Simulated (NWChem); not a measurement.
Molecule: GeSiH4, singlet; SMILES [SiH3][GeH]

Program: NWChem. Low-valent species are run as closed-shell singlets; no triplet was tried in these runs. Geometry: optimised at PBE0/def2-SVP. Ions are spin-unrestricted doublets at the neutral geometry; other ion states weren't tried.

**Question.** Among these, which level gives the lowest value of “ΔSCF minus −ε(HOMO) (eV)”?
A. PBE/def2-SVP
B. LDA (Slater exchange, VWN5)/def2-SVP
C. B3LYP/def2-SVP
D. BHandHLYP/def2-SVP

**Answer.** D, BHandHLYP/def2-SVP. Values: BHandHLYP/def2-SVP 1.24; B3LYP/def2-SVP 2.36; PBE/def2-SVP 3.03; LDA (Slater exchange, VWN5)/def2-SVP 3.10
